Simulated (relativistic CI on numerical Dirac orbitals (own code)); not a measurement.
**Calculated levels, Hg²⁵⁺**

Calculated at this level of theory: Dirac-Coulomb-Breit CI, separate exchange-only KLI orbitals for each configuration, a model potential for QED, unscaled Slater integrals (own radial code, finite nucleus).

Configurations in the expansion (outside the closed core [Ar] 3d10 4d10): 4s2.4p6.4f9, 4s2.4p6.4f8.5s, 4s2.4p6.4f7.5s2, 4s2.4p5.4f10, 4s2.4p6.4f8.6s, 4s.4p6.4f10, 4p6.4f11. Levels of other configurations are missing.

The lowest level is 4s2.4p6.4f9 6H°_15/2, with 72 % of that term; Hund's rules for 4s2.4p6.4f9 give 6H° with J = 15/2, in agreement.

```csv
No.,Configuration,Term,J,E (cm⁻¹),%,jj configuration (%)
1,4s2.4p6.4f9,6H°,15/2,0.0,72,4f7/2^3 (60)
2,4s2.4p6.4f9,4F°,9/2,24873.2,41,4f7/2^3 (70)
3,4s2.4p6.4f9,6F°,11/2,25269.8,41,4f7/2^3 (54)
4,4s2.4p6.4f9,6H°,13/2,25494.9,84,4f5/2^5 4f7/2^4 (72)
5,4s2.4p6.4f9,6H°,11/2,38628.8,43,4f5/2^5 4f7/2^4 (61)
6,4s2.4p6.4f9,6H°,9/2,43699.9,51,4f5/2^5 4f7/2^4 (65)
7,4s2.4p6.4f9,4D°,3/2,45529.0,32,4f7/2^3 (72)
8,4s2.4p6.4f9,6F°,7/2,46269.1,53,4f5/2^5 4f7/2^4 (75)
9,4s2.4p6.4f9,6H°,7/2,49760.2,49,4f5/2^4 4f7/2^5 (38)
10,4s2.4p6.4f9,2K°,15/2,51327.2,26,4f5/2^5 4f7/2^4 (50)
11,4s2.4p6.4f9,6H°,5/2,53281.1,34,4f5/2^5 4f7/2^4 (34)
12,4s2.4p6.4f9,6F°,5/2,56685.5,47,4f5/2^5 4f7/2^4 (57)
13,4s2.4p6.4f9,6F°,1/2,58815.4,56,4f5/2^5 4f7/2^4 (74)
14,4s2.4p6.4f9,4K°,17/2,65823.5,48,4f5/2^5 4f7/2^4 (98)
15,4s2.4p6.4f9,4M°,21/2,66749.3,77,4f5/2^5 4f7/2^4 (85)
16,4s2.4p6.4f9,4L°,19/2,69696.4,52,4f5/2^5 4f7/2^4 (89)
17,4s2.4p6.4f9,6F°,9/2,72733.4,37,4f5/2^4 4f7/2^5 (62)
18,4s2.4p6.4f9,4G°,11/2,72993.6,47,4f5/2^4 4f7/2^5 (59)
19,4s2.4p6.4f9,4I°,13/2,75796.0,35,4f5/2^5 4f7/2^4 (73)
20,4s2.4p6.4f9,4P°,5/2,77441.0,39,4f5/2^5 4f7/2^4 (44)
21,4s2.4p6.4f9,6F°,3/2,79464.0,44,4f5/2^4 4f7/2^5 (41)
22,4s2.4p6.4f9,4D°,7/2,82078.2,35,4f5/2^5 4f7/2^4 (42)
23,4s2.4p6.4f9,4I°,11/2,82685.5,34,4f5/2^5 4f7/2^4 (57)
24,4s2.4p6.4f9,4F°,9/2,87439.9,25,4f5/2^5 4f7/2^4 (63)
25,4s2.4p6.4f9,4M°,15/2,88822.7,30,4f5/2^4 4f7/2^5 (51)
26,4s2.4p6.4f9,4I°,9/2,92588.8,39,4f5/2^5 4f7/2^4 (67)
27,4s2.4p6.4f9,4I°,15/2,92652.8,28,4f5/2^4 4f7/2^5 (57)
28,4s2.4p6.4f9,4G°,7/2,96335.0,34,4f5/2^5 4f7/2^4 (65)
29,4s2.4p6.4f9,4F°,3/2,96524.3,30,4f5/2^5 4f7/2^4 (63)
30,4s2.4p6.4f9,4D°,5/2,97129.4,37,4f5/2^4 4f7/2^5 (60)
31,4s2.4p6.4f9,4M°,17/2,98013.9,58,4f5/2^4 4f7/2^5 (93)
32,4s2.4p6.4f9,2F°,7/2,98719.6,39,4f5/2^4 4f7/2^5 (54)
33,4s2.4p6.4f9,4H°,13/2,99666.6,43,4f5/2^5 4f7/2^4 (47)
34,4s2.4p6.4f9,4H°,11/2,100412.8,45,4f5/2^5 4f7/2^4 (47)
35,4s2.4p6.4f9,4M°,19/2,100591.5,63,4f5/2^4 4f7/2^5 (90)
36,4s2.4p6.4f9,4G°,5/2,101030.3,29,4f5/2^5 4f7/2^4 (65)
37,4s2.4p6.4f9,4F°,3/2,105028.5,41,4f5/2^5 4f7/2^4 (70)
38,4s2.4p6.4f9,4P°,1/2,105826.5,56,4f5/2^4 4f7/2^5 (59)
39,4s2.4p6.4f9,4L°,17/2,106251.5,53,4f5/2^4 4f7/2^5 (62)
40,4s2.4p6.4f9,6P°,7/2,107810.1,49,4f5/2^4 4f7/2^5 (47)
41,4s2.4p6.4f9,6P°,5/2,108034.8,27,4f5/2^4 4f7/2^5 (43)
42,4s2.4p6.4f9,4G°,11/2,108585.3,36,4f5/2^4 4f7/2^5 (58)
43,4s2.4p6.4f9,4K°,13/2,108990.3,37,4f5/2^4 4f7/2^5 (52)
44,4s2.4p6.4f9,4L°,13/2,113974.9,46,4f5/2^4 4f7/2^5 (51)
45,4s2.4p6.4f9,4G°,9/2,114750.0,29,4f5/2^5 4f7/2^4 (44)
```

Energies count from the lowest computed level; ° marks odd parity. Filled j subshells are mostly left out of the jj labels.

The mean weight of the leading LS term, summed over parents, in these 45 levels is 43 %, and that of the leading jj configuration (from the same eigenvectors) 61 %, so jj coupling describes them better and the LS labels are nominal.

At this charge energies of transitions that change n are usually good to better than 1 %, and those within a shell (Δn = 0) to a few per cent. Terms inside the open d or f shell come out 10 to 20 % too wide with unscaled integrals.

LS names give the leading component of a level, which can be under half, so a name can repeat, a term be missing and a line seem to break the LS rules.
